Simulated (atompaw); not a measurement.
Which change was made? (Ce, PAW (atompaw))

atompaw 4.2.0.5 input, output lines left out:

```
Ce 58
GGA-PBE scalarrelativistic loggrid 2001 logderivrange -6 5 276
6 6 5 4 0 0
6 0 0.5
6 1 0
5 2 1
4 3 1
0 0 0
c
c
c
c
v
v
c
c
c
v
v
c
c
v
c
2
3.00 2.80 2.30 2.75
n
n
y
4.15
n
custom polynom2 7 10 vanderbiltortho sinc
3 0.5 vpsmatchnc
1.85
2.80
2.80
3.00
3.00
2.90
```

Cutoffs, loose and tight: the cutoffs (Ry, on a coarse ladder) from which the occupation-weighted sum of valence levels, in a spherical-Bessel basis at the reference potential, stays within 10 and 1 mRy of its value at 400 Ry. They see the waves, projectors and local potential, not the compensation charge or the core.

The base gives: outcome: generated; cutoff, loose: 21 Ry; cutoff, tight: 50 Ry; bound ghosts: s, p, d.

Question: After one change the result is: outcome: generated; bound ghosts: s. Which change was it?
A. core [Kr] 4d10 5s2, valence charge 10; reference 4f1 5p6 5d1 6s1.75 6p0.25; waves now 6s (bound): rc 3.00 bohr; 6s channel at 2.75 Ry: rc 3.00 bohr; 5p (bound): rc 2.00 bohr; 6p (bound): rc 3.00 bohr; 5d (bound): rc 3.00 bohr; 5d channel at 2.8 Ry: rc 3.00 bohr; 4f (bound): rc 1.05 bohr; 4f channel at 4.3 Ry: rc 1.05 bohr; local potential vpsmatchnc scheme with l = 4 at 0.5 Ry, radius 2.70 bohr; core correction smooth core density matched at 2.35 bohr; augmentation sinc compensation charge, radius 2.40 bohr; PAW radius 3.00 bohr; waves and projectors: custom polynom2 7 10 vanderbiltortho
B. wave 5d channel at 4.15 Ry: rc 2.90 bohr becomes 5d channel at 4.15 Ry: rc 2.16 bohr
C. augmentation sinc compensation charge, radius 2.80 bohr; PAW radius 3.00 bohr; waves and projectors: custom rrkj vanderbiltortho
D. local potential troulliermartins scheme with l = 3 at 0.5 Ry, radius 2.30 bohr

Answer: A. The others give: wave 5d channel at 4.15 Ry: rc 2.90 bohr becomes 5d channel at 4.15 Ry: rc 2.16 bohr → outcome: generated; cutoff, loose: 21 Ry; cutoff, tight: 50 Ry; bound ghosts: s, p | augmentation sinc compensation charge, radius 2.80 bohr; PAW radius 3.00 bohr; waves and projectors: custom rrkj vanderbiltortho → outcome: failed: atompaw: The overlap operator has at least one negative eigenvalue! | local potential troulliermartins scheme with l = 3 at 0.5 Ry, radius 2.30 bohr → outcome: generated; cutoff, loose: 25 Ry; cutoff, tight: 50 Ry; bound ghosts: s, p.
